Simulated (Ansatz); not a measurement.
One change: `S[SiH]1CO1` becomes `O[SiH2][SiH]1CO1`.

Ansatz, PBE0-D4/def2-TZVP geometries, multiplicity 1. Each molecule was computed in one conformer, which needn't be the lowest.

```tsv
property	`S[SiH]1CO1`
size of the dipole moment (PBE/def2-TZVPP) / D	1.77
HOMO–LUMO gap (PBE0/def2-TZVPP) / eV	7.31
HOMO–LUMO gap (ωB97M-V/def2-TZVPP) / eV	11.28
HOMO energy (PBE0/def2-TZVPP) / eV	-7.48
LUMO energy (B3LYP/def2-TZVPP) / eV	-0.39
LUMO energy (ωB97M-V/def2-TZVPP) / eV	1.60
```

(1) What does the change do to each property? (Estimate.)

Results:

(1) Computed: 
| property | `O[SiH2][SiH]1CO1` | shift |
| --- | --- | --- |
| size of the dipole moment (PBE/def2-TZVPP) / D | 1.39 | -0.38 |
| HOMO–LUMO gap (PBE0/def2-TZVPP) / eV | 6.48 | -0.83 |
| HOMO–LUMO gap (ωB97M-V/def2-TZVPP) / eV | 10.43 | -0.85 |
| HOMO energy (PBE0/def2-TZVPP) / eV | -7.64 | -0.16 |
| LUMO energy (B3LYP/def2-TZVPP) / eV | -1.35 | -0.96 |
| LUMO energy (ωB97M-V/def2-TZVPP) / eV | 0.62 | -0.98 |

With PBE0 the HOMO falls by 0.16 eV and the LUMO falls by 0.99 eV, so the gap narrows by about 0.83 eV. PBE moves the HOMO by -0.22 eV and ωB97M-V by -0.12 eV. Dipoles are sizes alone; their direction can turn.

B3LYP here is the variant with VWN-RPA as its local correlation; programs differ in this.
